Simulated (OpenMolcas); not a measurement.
**Lines of Tm3+: computed and rescaled rates**

* Program: OpenMolcas 26.06
* Method: CASSCF
* Basis: ANO-RCC-VTZP [8s7p5d3f2g1h]
* Scalar Hamiltonian: X2C, point nucleus
* Active space: 12 electrons in 7 orbitals (4f)
* State averaging: 2S+1 = 3 even, 21 roots (18 in the spin-orbit step); 2S+1 = 1 even, 9 roots kept (CI in the orbitals of an earlier block)
* Spin-orbit coupling: RASSI with atomic mean-field integrals over the reference wave functions, term energies averaged over their components

Rates come from the transition moments of the reference wave functions (E1 and E2 in the length form). At fixed line strength A goes as λ^-3 for E1 and M1 and as λ^-5 for E2, so a rate at the computed wavelength can be rescaled to the measured one. Measured vacuum wavelengths follow from level energies in the list in Tchang-Brillet, Wyart, Meftah and Ait Mammar, Atoms 6, 52 (2018). Branching counts decays inside the model space alone, at computed energies, and the table is only a selection of the M1 lines, drawn from those between levels with measured partners whose computed energy lies within a factor of 1.5 of the measured one.

```tsv
Upper	Lower	Type	λ computed (nm)	λ measured (nm)	A computed (s-1)	A rescaled (s-1)	Branching %
4f12 1G4 [58 %]	4f12 3H5	M1	733.2	771.8	2.39e+01		74.5
4f12 3H5	4f12 3H6	M1	1244	1217	1.39e+01	1.48e+01	99.9
4f12 1G4 [58 %]	4f12 3H4 [59 %]	M1	1157	1159	6.34e+00		19.8
4f12 3H4 [59 %]	4f12 3H5	M1	2001	2309	2.38e+00	1.55e+00	38.5
4f12 1G4 [58 %]	4f12 3F3	M1	1779	1478	4.59e-01		1.4
```

Spin-changing lines and M1 lines between different terms are not rescaled, since their strength hangs on the term gaps too.

The largest correction is for 4f12 3H4 [59 %] → 4f12 3H5 (M1): 2.38e+00 × (2001 / 2309)^3 = 1.55e+00 s-1, a factor of 0.65.

The computed rate and branching of 4f12 3H5 → 4f12 3H6 give the upper level a radiative lifetime of 0.999 / 1.39e+01 s-1 = 7.19e-02 s, counting decays inside the model space alone. The rescaled rate gives about 6.7e-02 s.

These are rates of the free ion; in crystals, glasses and complexes forced electric-dipole and non-radiative decay shorten such lifetimes by orders of magnitude. No measured rate stands beside these. Rescaling mends the energy factor alone: line strengths can still be far off where a level mixes with configurations outside the active space, and weak or spin-changing lines hang on small mixing coefficients that depend on the term gaps too, so rescaling need not improve them.

Some high roots are left out of the spin-orbit mixing, which shifts the levels that they would mix with. Without dynamic correlation excited terms often stand tens of per cent too high (terms of higher spin than the ground term too low), and those without a measured partner can miss by more than the paired ones. Terms from blocks run as CI alone lack orbitals of their own. Computed and measured levels are paired by configuration, term and J; levels that our copy of the source lacks, or whose pairing is in doubt (as where it misses far off the trend of its configuration), stay unpaired. Only configurations of the active space appear.

A share in square brackets marks a mixed level and gives the weight of the term that names it.
